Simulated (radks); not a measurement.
The numbers below are computed, except where a source is named.
All-electron atom: Br2+ in [Ar] 3d9 4s2 4p3 5p1 (not the ground configuration).

Level of theory: scalar-relativistic Kohn-Sham, SCAN, spin-unpolarised, spherical densities, finite nucleus; meta-GGA in the generalised Kohn-Sham scheme; Fermi nuclear charge, rms radius 4.1629 fm (a radial shooting solver on a logarithmic mesh with Libxc functionals).

Energy parts (hartree):
total: -2602.33983
kinetic: 2658.94391
electron-nucleus: -6223.91102
Hartree: 1053.50412
exchange-correlation: -90.87684

Orbitals (lengths in bohr, moments of r in powers of bohr; r(max) is where P^2 peaks):
orbital  occ.  eigenvalue (hartree)      <r>   <1/r>   r(max)
1s          2             -492.5147  0.04276   35.65  0.02792
2s          2             -66.08587   0.1893   7.915   0.1590
2p          6             -58.41203   0.1654   7.729   0.1275
3s          2             -10.66074   0.5453   2.624   0.4815
3p          6              -8.19766   0.5561   2.473   0.4784
3d          9              -4.15609   0.5699   2.206   0.4266
4s          2              -1.90698    1.504  0.8846    1.336
4p          3              -1.33337    1.702  0.7736    1.480
5p          1              -0.41611    4.397  0.2886    4.079

The highest occupied level is 5p at -11.323 eV. The electron density at the nucleus is 4.498e+04 e/bohr^3 (large components only). Summed over all electrons, <r^2> = 43.21 bohr^2, which gives a Langevin (diamagnetic) susceptibility term of -34.2 x 10^-6 cm^3/mol.

Run on one thread of a shared host, so times are rough (Intel(R) Xeon(R) Platinum 8259CL CPU @ 2.50GHz): 0.3 s of CPU time, 0.3 s wall, 18 iterations on 2254 mesh points.
